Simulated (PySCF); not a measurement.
Simulated outer-valence photoelectron spectrum of `O=C(O)C[SeH]`. Computed with EOM-IP-CCSD/aug-cc-pVDZ in PySCF, restricted Hartree–Fock reference, frozen core, non-relativistic, gas phase, PBE0-D3(BJ)/def2-SVP geometry.

Each root has a Gaussian of 0.8 eV full width with its one-hole share as area; cross sections and vibrations are left out, and the highest printed point is 100.

(ionisation energy (eV), intensity): (8.0, 0), (8.2, 1), (8.4, 7), (8.6, 21), (8.8, 47), (9.0, 74), (9.2, 82), (9.4, 65), (9.6, 36), (9.8, 16), (10.0, 10), (10.2, 20), (10.4, 44), (10.6, 71), (10.8, 84), (11.0, 75), (11.2, 65), (11.4, 72), (11.6, 88), (11.8, 99), (12.0, 100), (12.2, 99), (12.4, 92), (12.6, 74), (12.8, 57), (13.0, 59), (13.2, 76), (13.4, 85), (13.6, 76), (13.8, 66), (14.0, 71), (14.2, 85), (14.4, 88), (14.6, 81), (14.8, 81), (15.0, 87), (15.2, 85), (15.4, 72), (15.6, 66), (15.8, 74), (16.0, 82), (16.2, 70), (16.4, 44), (16.6, 19), (16.8, 6), (17.0, 1), (17.2, 0)

Task: Where are the maxima, and how many lines lie under the curve?

Result: 7 maxima, at 9.2, 10.8, 12.0, 13.4, 14.3, 15.1 and 16.0 eV, from 8 lines. At this width some lines have no maximum of their own.

Task: List the lines with their holes.

Result: 
```
E (eV)  leading hole (HF orbital)  area  Koopmans (eV)
  9.16                       HOMO  0.96           9.64
 10.78                     HOMO-2  0.94          12.89
 11.70                     HOMO-1  0.95          12.22
 12.37                     HOMO-3  0.95          13.66
 13.38                     HOMO-4  0.95          14.16
 14.30                     HOMO-5  0.95          16.15
 15.12                     HOMO-6  0.94          16.63
 16.03                     HOMO-7  0.93          17.69
```

The widest gap, 1.62 eV, lies between 9.16 and 10.78 eV. Only orbitals with −ε under 21 eV, eight at most, were ionised, so the high end of the curve may lack lines.

The values belong to the conformer `[O:1]=[C:2]([OH:3])[CH2:4][SeH:5]`: O1–C2–C4–Se5 -85°, H–O3–C2–O1 2°, H–Se5–C4–C2 62°.
